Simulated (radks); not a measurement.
Values are calculated unless marked as measured or tabulated.
Tm XXIV, 46 electrons, occupied as [Kr] 4d10 (the NIST ground configuration).

Code: a radial shooting solver on a logarithmic mesh with Libxc functionals. Model: scalar-relativistic Kohn-Sham, LDA (Slater exchange, VWN5 correlation), spin-polarised, spherical densities, finite nucleus; Fermi nuclear charge, rms radius 5.2256 fm.

Energy parts (eV):
total: -363108.15
kinetic: 395035.57
electron-nucleus: -859115.99
Hartree: 107754.13
exchange-correlation: -6781.85

Orbitals (lengths in bohr, moments of r in powers of bohr; <r^-3> diverges for s and p1/2; r(max) is where P^2 peaks):
orbital  occ.  eigenvalue (eV)      <r^2>   r(max)  <r^-3>
1s          2        -59915.06  0.0005493  0.01262       -
2s          2        -10691.59   0.008534  0.07197       -
2p          6        -9525.907   0.006956  0.05857   15100
3s          2        -2951.482    0.05567   0.2034       -
3p          6        -2598.241    0.05600   0.2003    3289
3d         10        -2161.426    0.04658   0.1633   433.6
4s          2        -1094.461     0.2526   0.4533       -
4p          6        -971.0074     0.2754   0.4697   875.6
4d         10        -808.7834     0.2942   0.4732   106.7

The highest occupied level is 4d at -808.78 eV. The electron density at the nucleus is 9.98e+05 e/bohr^3 (large components only). Summed over all electrons, <r^2> = 6.073 bohr^2, which gives a Langevin (diamagnetic) susceptibility term of -4.81 x 10^-6 cm^3/mol. For comparison, the ionisation energy in NIST's Atomic Spectra Database is 825 eV (theoretical). In exact Kohn-Sham theory the highest level is minus the ionisation energy, but local and semilocal functionals leave it too shallow, through self-interaction and a potential that decays too fast; potentials with the right tail come closer.
